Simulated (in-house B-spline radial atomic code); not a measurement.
RPA and G0W0 on PBE: As4+

Configuration [Ar] 3d10 4s1, highest spin, mean-field start PBE. Computed with a B-spline radial code for spherical atoms: all electrons, scalar-relativistic (spin-free one-electron X2C), finite nucleus, each spin shell either full or empty, empty states to l = 9 with an (l + 1/2)⁻⁴ tail; G0W0 by contour deformation at full frequency.

RPA overbinds a lone outer s electron by self-correlation, and G0W0 tends to as well.

Command:
```bash
python run_gw.py task.json out
```
Settings (radii: box in bohr, nucleus in fm):
```
Z                        33
electrons                29
configuration            [Ar] 3d10 4s1
hamiltonian              x2c
method                   pbe,pbe
lmax                     9
rms_radius               4.0968
spin_polarised           True
box_radius               11.96
intervals                68
ion_configuration        [Ar] 3d10
```

Run time, properties included: 5.1 s on 1 thread of Arm Neoverse V1 (shared host).

Energies (hartree):

```
                                     term        value
                         mean-field total  -2256.56186
Hartree-Fock functional on these orbitals  -2255.28736
                      direct second order      -2.5723
                    second-order exchange      0.75377
                         SOSEX correction      0.68967
```

**Question.** What is the RPA correlation energy, and what remains with SOSEX?

**Answer.** RPA gives -2.2155 hartree (-2.08 eV per electron); RPA + SOSEX gives -1.5258, and the second-order doubles -1.8186 hartree (no singles). RPA lacks exchange-type terms and so overcorrelates at short range.

Quasi-particle levels (eV):

```tsv
level	occupied	mean field	Σx - vxc	Σc	QP weight	G0W0
4s up	yes	-57.75	-4.33	?	?	?
3d down	yes	-90.40	-16.85	3.36	0.921	-103.89
3d up	yes	-90.72	-16.75	3.33	0.916	-104.14
4s down	no	-55.99	8.62	-2.71	0.947	-50.07
```

G0W0 = mean field + (Σx - vxc) + Σc, with Σc (partial-wave tail included) taken at the quasi-particle energy. Only the outer levels were computed. Levels of low weight are left out.

**Question.** Where does G0W0 put 4s up?

**Answer.** At -63.84 eV, with Σc = -1.76 eV and a quasi-particle weight of 0.969. The tabulated removal energy is 62.77 ± 0.06 eV (NIST, measured); the calculation leaves out spin-orbit coupling, Breit and QED terms, and what these don't explain is the method's own error.

**Question.** What does it cost to remove one electron (to [Ar] 3d10) by differences of total energies, each species on its own start (correlation terms add to the Hartree-Fock functional)?

**Answer.** PBE 63.90 eV, Hartree-Fock functional 61.60 eV, + RPA 63.48 eV, + RPA + SOSEX 62.70 eV, + second order 63.26 eV. Tabulated: 62.77 ± 0.06 eV (NIST, measured); the calculation leaves out spin-orbit coupling, Breit and QED terms, and what these don't explain is the method's own error.
